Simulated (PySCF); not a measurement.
Gas-phase reaction: CuH + 2 F = CuF + HF

Computed with PySCF (xtb for GFN2) and rigid-rotor harmonic-oscillator thermochemistry at 1 bar. † marks an energy on the PBE0/def2-TZVP geometry and frequencies; other levels use their own. MP2 and CCSD(T) freeze the core. Open shells (unrestricted): F (multiplicity 2, electronic degeneracy 6); the rest are closed-shell singlets. GFN2 has no spin-polarisation term. Spin-orbit splitting is ignored; it lowers the true energy and changes the entropy of F. Cu: all electrons, no relativistic terms. MP2 isn't extrapolated to the basis-set limit; its ΔH°(298 K) is -701.4 kJ in def2-SVP and -748.8 kJ in def2-TZVPP. CCSD(T) isn't extrapolated to the basis-set limit; its ΔH°(298 K) is -644.6 kJ in def2-SVP and -689.5 kJ in def2-TZVPP. The harmonic model lacks anharmonicity and excited electronic states, which grow with temperature; levels with a mode under 35 cm⁻¹ are left out. Warning, large T1 diagnostic: CuF, CuH (CCSD(T)/def2-SVP†).

| level | ΔE electronic, kJ | ΔH°(298 K), kJ | ΔS°(298 K), J/K | ΔG°(800 K), kJ |
|---|---|---|---|---|
| CCSD(T)/def2-SVP† | -659 | -645 | -117 | -549 |
| GFN2-xTB | -575 | -563 | -116 | -469 |
| HF/def2-TZVP† | -481 | -467 | -117 | -371 |
| MP2/def2-SVP† | -715 | -701 | -117 | -606 |
| MP2/def2-TZVPP† | -763 | -749 | -117 | -653 |
| PBE/def2-SVP | -718 | -705 | -117 | -609 |
| PBE/def2-TZVP† | -728 | -714 | -117 | -618 |
| PBE0/def2-TZVP | -691 | -677 | -117 | -581 |
| r2SCAN/def2-TZVP† | -698 | -684 | -117 | -589 |
ΔH° is lowest at MP2/def2-TZVPP† and highest at HF/def2-TZVP†. No reference value is set beside these.
